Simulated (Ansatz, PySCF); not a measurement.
Al(Cl)(Me)(SeH) (CH4AlClSe), SMILES [CH3][Al]([Cl])[SeH].

Geometry optimised at B3LYP-D3(BJ)/def2-SVP. The structure was generated by enumeration; whether it is a known compound was not checked. One conformer was computed; it need not be the lowest.

Vertical ionisation energy (IE) and electron affinity (EA) in eV. Rows of orbital energies are one-electron estimates. Where ΔSCF, EOM or ADC give a negative EA the extra electron is unbound and the value depends on the basis.

```csv
level,IE,EA
"−ε(HOMO), −ε(LUMO), PBE0/def2-TZVP (PySCF)",7.45,0.85
"−ε(HOMO), −ε(LUMO), PBE/def2-TZVP (PySCF)",6.32,1.59
"ΔSCF, PBE0/def2-SVPD (Ansatz), final states of multiplicity 2 and 2",9.64,-0.29
"ΔSCF, PBE/def2-SVPD (Ansatz), final states of multiplicity 2 and 2",9.44,-0.15
```

Problem. What vertical singlet–triplet gap does ΔSCF give with PBE0/def2-SVPD (Ansatz, an electronic-structure program) and with PBE/def2-SVPD (Ansatz)? (Estimate from the structure and the level; the computed values follow.)

Solution. 5.06 and 4.87 eV (triplet above singlet where positive).
